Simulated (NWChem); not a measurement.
The numbers come from NWChem runs, not from measurements. System: thiourea (CH$_{4}$N$_{2}$S), charge 0, spin multiplicity 1, at a geometry optimised with B3LYP/def2-SVP. Level: MP2/6-311G** (spherical d), 8 core orbitals frozen.

Job file:

```
start mol
memory heap 200 mb stack 900 mb global 1100 mb
geometry units angstroms nocenter noautoz
  N     -1.096500    -0.351671    -1.048779
  C      0.000000     0.000000    -0.315330
  N      1.096500     0.351671    -1.048779
  S      0.000000     0.000000     1.353406
  H     -1.189582    -0.054464    -2.014625
  H     -1.952418    -0.485541    -0.525180
  H      1.189582     0.054464    -2.014625
  H      1.952418     0.485541    -0.525180
  symmetry group C2
end
basis spherical
  * library 6-311g**
end
scf
  rhf
  nopen 0
  maxiter 100
  thresh 1e-7
  semidirect memsize 60000000 filesize 0
end
mp2
  freeze core 8
end
task mp2 energy
```

NWChem printed:

```
             Northwest Computational Chemistry Package (NWChem) 7.3.0
             --------------------------------------------------------

                                NWChem Input Module
                                -------------------

 Scaling coordinates for geometry "geometry" by  1.889725989
 (inverse scale =  0.529177249)

 Turning off AUTOSYM since
 SYMMETRY directive was detected!

                             Geometry "geometry" -> ""
                             -------------------------

 Output coordinates in angstroms (scale by  1.889725989 to convert to a.u.)

  No.       Tag          Charge          X              Y              Z
 ---- ---------------- ---------- -------------- -------------- --------------
    1 N                    7.0000    -1.09650000    -0.35167100    -1.04877900
    2 C                    6.0000     0.00000000     0.00000000    -0.31533000
    3 N                    7.0000     1.09650000     0.35167100    -1.04877900
    4 S                   16.0000     0.00000000     0.00000000     1.35340600
    5 H                    1.0000    -1.18958200    -0.05446400    -2.01462500
    6 H                    1.0000    -1.95241800    -0.48554100    -0.52518000
    7 H                    1.0000     1.18958200     0.05446400    -2.01462500
    8 H                    1.0000     1.95241800     0.48554100    -0.52518000

 Effective nuclear repulsion energy (a.u.)     156.9923342873

            Nuclear Dipole moment (a.u.)
            ----------------------------
        X                 Y               Z
 ---------------- ---------------- ----------------
     0.0000000000    -0.0000000000     0.0000000000

      Symmetry information
      --------------------

 Group name             C2
 Group number              4
 Group order               2
 No. of unique centers     5

      Symmetry unique atoms

     1    2    4    5    6


 Summary of "ao basis" -> "" (spherical)
 ------------------------------------------------------------------------------
       Tag                 Description            Shells   Functions and Types
 ---------------- ------------------------------  ------  ---------------------
[...]
     1   1 0 0     -0.000000      0.000000      0.000000
     1   0 1 0     -0.000000      0.000000     -0.000000
     1   0 0 1     -2.248175      0.000000      0.000000

     2   2 0 0    -18.907634      0.000000     97.441683
     2   1 1 0      0.581150      0.000000     26.511718
     2   1 0 1     -0.000000      0.000000     -0.000000
     2   0 2 0    -26.571921      0.000000      7.887937
     2   0 1 1      0.000000      0.000000      0.000000
     2   0 0 2    -22.025674      0.000000    192.737848

                   NWChem MP2 Semi-direct Energy/Gradient Module
                   ---------------------------------------------

  Basis functions       =    104
  Molecular orbitals    =    104
  Frozen core           =      8
  Frozen virtuals       =      0
  Active alpha occupied =     12
  Active beta occupied  =     12
  Active alpha virtual  =     84
  Active beta virtual   =     84
  Use MO symmetry       = T
  Use skeleton AO sym   = T

  AO/Fock/Back tols     =   1.0D-09  1.0D-09  1.0D-09

 GA uses MA = F    GA memory limited = T

 Available:
  local mem=  1.26D+08
 global mem=  1.44D+08
 local disk=  0.00D+00
  mp2_memr nvloc                    84
  nvloc new                    84
   1 passes of  12:        3145728                      47768                  17946254.
   1 passes of  12: M    126152120           G      144157568           F     123006392.

 Semi-direct pass number   1 of   1  for RHF alpha+beta  at        1.3s
  vrange nnbf                  5231
  mp2_eaftype                    68  avail_ma_in_mb                  1099
 EAF : mp2_eaftype filesize          68    8973127.
  mp2_eaf for mointskh                     68
Node 0 wrote     42.2 Mb in      0.0 s     Agg I/O rate:  1598.3 Mb/s
 Done moints_semi at        3.2s
  mp2_eaftype                    68  avail_ma_in_mb                  1031
 EAF : mp2_eaftype filesize          68    8973127.
  mp2_eaf for kh                    68
 Done maket at        3.4s
 Done multipass loop at        3.4s

          -------------------------------------------
          SCF energy                -546.685241647021
          Correlation energy          -0.623271539409
          Singlet pairs               -0.380074812419
          Triplet pairs               -0.243196726990
          Total MP2 energy          -547.308513186430
          -------------------------------------------

          ---------------------------------------------------
                    Spin Component Scaled (SCS) MP2
          Same spin pairs                     -0.162131151327
          Same spin scaling factor             0.333333333333
          Opposite spin pairs                 -0.461140388082
          Opposite spin scaling fact.          1.200000000000
          SCS-MP2 correlation energy          -0.607412182808
          Total SCS-MP2 energy              -547.292653829829
          ---------------------------------------------------

 -----------------------
 Performance information
 -----------------------

 Timer overhead =  9.66D-08 seconds/call

               Nr. of calls         CPU time (s)                 Wall time (s)                GFlops
             ---------------    -------------------     ------------------------------   -------------------
Name         Min   Avg   Max    Min     Avg     Max     Min     Avg     Max   Mx/calls   Min     Max     Sum
mp2: moin     1     1     1    1.9     1.9     1.9      1.9     1.9     1.9     1.9      0.0     0.0     0.0
mp2: make     1     1     1   0.12    0.12    0.12     0.12    0.12    0.12    0.12      0.0     0.0     0.0
mp2: tota     1     1     1    2.0     2.0     2.0      2.0     2.0     2.0     2.0      0.0     0.0     0.0

 The average no. of pstat calls per process was 3.00D+00
 with a timing overhead of 2.90D-07s

 Task  times  cpu:        3.3s     wall:        3.3s

 Total times  cpu:        3.4s     wall:        3.4s
```
